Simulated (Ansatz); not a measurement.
Total energies of Cu₂Cl₂ (the lowest singlet isomer of a short search) from Ansatz at PBE-D4/def2-TZVP, gas phase (1 Eh = 27.2114 eV = 2625.5 kJ/mol). The reference geometry is relaxed at r2SCAN-D4/def2-SVP.

```xyz
4

Cu   -0.3845    0.8342   -0.6730
Cu    0.3846   -0.8345    0.6733
Cl    1.2349   -0.5652   -1.4066
Cl   -1.2351    0.5655    1.4063
```

```json
{"state": "charge 0 singlet", "geometry": "reference", "energy (Eh)": "-4200.76234"}
{"state": "charge 1 doublet", "geometry": "reference", "energy (Eh)": "-4200.43419"}
{"state": "charge 0 triplet", "geometry": "relaxed at r2SCAN-D4/def2-SVP", "energy (Eh)": "-4200.68016"}
{"state": "charge 0 quintet", "geometry": "relaxed at r2SCAN-D4/def2-SVP", "energy (Eh)": "-4200.55979"}
{"state": "free Cu atom (doublet)", "geometry": "–", "energy (Eh)": "-1640.24447"}
{"state": "free Cl atom (doublet)", "geometry": "–", "energy (Eh)": "-459.95840"}
```

Question: Work out the vertical ionisation energy to the doublet.

Answer: E(charge 1 doublet) − E(charge 0 singlet) = -4200.43419 − (-4200.76234) = 0.32815 Eh = 8.93 eV. For comparison, −ε of the highest occupied level is 5.52 eV at this level, 3.41 eV less.

Question: Which of the charge 0 states is lowest, and how far above it are the others?

Answer: The singlet. triplet: -4200.68016 − (-4200.76234) = 0.08218 Eh = 215.8 kJ/mol; quintet: -4200.55979 − (-4200.76234) = 0.20255 Eh = 531.8 kJ/mol. The quintet differs in its bonds from the reference.

Question: What is the binding energy per atom against free atoms?

Answer: Atoms: 2 × (-1640.24447) + 2 × (-459.95840) = -4200.40574 Eh. Binding: -4200.40574 − (-4200.76234) = 0.35660 Eh = 9.70 eV, or 2.43 eV for each of 4 atoms (no zero-point energy, no counterpoise term).

The structure comes from a short search, and lower isomers may exist.
